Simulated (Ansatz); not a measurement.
Basis-set extrapolation for CH6BNOSi (PBE0-D4/def2-TZVP geometry, frozen core, Ansatz). Multiplicity 1, RHF reference.

```tsv
	def2-TZVPP	def2-QZVPP
HF	-484.363104	-484.381450
MP2 correlation	-0.843678	-0.903358
CCSD(T) correlation	-0.917559	not run
```

Energies in hartree. Use E(X) = E(∞) + A·exp(−7.88·√X) for Hartree–Fock and E(X) = E(∞) + B·X^(−2.97) for correlation, with X = 3 and 4, and add CCSD(T) minus MP2 of the smaller set to the MP2 limit.

**Question.** What is the CCSD(T) energy at the basis-set limit?

**Answer.** HF limit: -484.381450 + (-0.018346) × 0.13774 = -484.38398. MP2 limit: -0.903358 + (-0.059680) × 0.74074 = -0.94757. Higher-order term: -0.917559 − (-0.843678) = -0.07388. Total: -485.40543 hartree, 327.6 kJ/mol below CCSD(T)/def2-TZVPP.
